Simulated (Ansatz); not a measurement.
Born–Oppenheimer molecular dynamics of Cl$_{3}$FTi (5 atoms, charge 0, multiplicity 1). It starts from a relaxed structure.

Computed with RKS BLYP-D4/def2-SVP (Ansatz).

| Property | Result |
| --- | --- |
| ensemble | NVE (velocity Verlet) |
| time step | 2 fs |
| steps asked | 150 |
| starting velocities drawn for | 2000 K |
| seed | 557101 |

First frame:

```xyz
5
Properties=species:S:1:pos:R:3
Ti 0.001 0.000 -0.027
F 0.000 0.000 1.717
Cl 2.072 0.000 -0.742
Cl -1.035 1.794 -0.743
Cl -1.035 -1.794 -0.743
```

(1) How far do the bonds stretch over the last three quarters of this one trajectory? (Pairs bonded in most of those frames.)

Results:

(1) 
| bond | mean (Å) | spread (Å) | shortest | longest |
| --- | --- | --- | --- | --- |
| Ti1–F2 | 1.752 | 0.039 | 1.68 | 1.82 |
| Ti1–Cl3 | 2.205 | 0.098 | 2.04 | 2.39 |
| Ti1–Cl4 | 2.224 | 0.110 | 2.04 | 2.43 |
| Ti1–Cl5 | 2.201 | 0.052 | 2.12 | 2.29 |

Mean temperature of the second half: 1025 K. The conserved energy stayed within 0.8 meV per atom of its start (net change 0.52 meV per atom), so the integration is sound. Over the second half the temperature averaged 0.51 of the 2000 K drawn at the start: a run that starts near a minimum puts about half its kinetic energy into the potential. A run of 0.3 ps of so small a system gives no equilibrium averages.

Time of the run: 5.7 min on 2 threads of Arm Neoverse V1, with other jobs on the host, peak memory 0.15 GiB.
